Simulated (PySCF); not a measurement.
**Correlation energy of B²⁺ (boron, charge +2)**

[He] 2s1, 2S determinant. Computed with PySCF 2.14 in x2c-QZVPPall (7s4p3d2f1g, 57 functions), with scalar relativity by spin-free X2C-1e. Frozen: nothing; 3 electrons correlated.

MP2 pair energies summed by pair of shells (mhartree):

| pair | energy | share (%) |
| --- | --- | --- |
| 1s-1s | -14.63 | 85.7 |
| 1s-2s | -2.44 | 14.3 |

Total MP2 correlation energy: -17.07 mhartree.

Same-spin part -0.36 and opposite-spin part -16.71 mhartree; SCS-MP2 scales them by 1/3 and 6/5 to -20.17 mhartree.

This basis was not built for core-valence correlation, so the inner-shell part is incomplete.
